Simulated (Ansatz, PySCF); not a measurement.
This Ansatz (an electronic-structure program) input computes a CCSD(T)/cc-pVDZ energy:

Ansatz 0.2 input:
```yaml
crystal:
  periodic: [false, false, false]
  atoms:
    - {symbol: C, position_ang: [-0.57953066, -0.00171288, -0.00616437]}
    - {symbol: C, position_ang: [0.67202206, 0.00198625, 0.00714819]}
    - {symbol: H, position_ang: [1.75324261, 0.00518195, 0.01864896]}
    - {symbol: H, position_ang: [-1.15674222, 0.93590400, -0.02445489]}
    - {symbol: H, position_ang: [-1.15144876, -0.94272618, -0.00009696]}
basis:
  gaussian:
    orbitals: cc-pVDZ
total_charge: 1
magnetization: {spin_polarized: false}
correlation: {method: ccsd_t, electrons: outside_noble_gas}
```

Write an input for the same energy in PySCF and say what it gives.


```python
from pyscf import gto, scf, mp, cc as ccmod

mol = gto.M(
    atom='''
    C    -0.57953066   -0.00171288   -0.00616437
    C     0.67202206    0.00198625    0.00714819
    H     1.75324261    0.00518195    0.01864896
    H    -1.15674222    0.93590400   -0.02445489
    H    -1.15144876   -0.94272618   -0.00009696
    ''',
    basis='cc-pvdz',
    charge=1,
    spin=0,
    verbose=4,
)

mf = scf.RHF(mol)
mf.conv_tol = 1e-10
mf.max_cycle = 100
mf.kernel()
mp2 = mp.MP2(mf, frozen=2).run()
cc = ccmod.CCSD(mf, frozen=2)
cc.max_cycle = 100
cc.kernel()
et = cc.ccsd_t()
print(f'E(CCSD(T)) = {cc.e_tot + et:.9f}')
```
It gives -77.36132 Eh, and Ansatz -77.36132 Eh, a difference of 0.00 mEh.

It need not be the lowest isomer of its formula.
